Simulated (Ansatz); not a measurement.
Ca, charge +1, doublet; CAM-B3LYP/6-311G** in Ansatz (a first-principles code).

The Ansatz input:
Ansatz 0.2 input:
```yaml
crystal:
  periodic: [false, false, false]
  atoms:
    - {symbol: Ca, position_ang: [0.00000000, 0.00000000, 0.00000000]}
basis:
  gaussian:
    orbitals: 6-311G__.json
    final_grid: {core_spheres: 14, valence_spheres: 28, degree: 59}
hamiltonian:
  xc: cam_b3lyp
total_charge: 1
magnetization: {spin_polarized: true, initial_magnetization: 1}
```
The basis file holds 6-311G** in the JSON format of the Basis Set Exchange.

What the program printed (banner, timings and long lists left out):

```
Functional definition: CAM-B3LYP
331 factors; their error is unknown
61 factors; integrals over basis functions are off by at most 9.2e-4 eV
mean field evaluation 1: about -18431.8752 eV, gradient 1.7e0 eV
mean field evaluation 2: about -18431.9013 eV, gradient 8.2e-1 eV
mean field evaluation 4: about -18431.9036 eV, gradient 1.3e-1 eV
mean field evaluation 8: about -18431.9152 eV, gradient 1.9e-3 eV
mean field evaluation 16: about -18431.7944 eV, gradient 1.6e0 eV
mean field -18431.91523661 eV, -677.3603913445 hartree, gradient 2.7e-5 eV, S^2 0.750030; 2 other end points of the search recorded, 0 dependent functions left out
reference -18431.91531089 eV, -677.3603940744 hartree; 10, 9 occupied and 29, 30 virtual orbitals, 331 factors
Total energy: -18431.91531089 eV, -677.3603940744 hartree
```
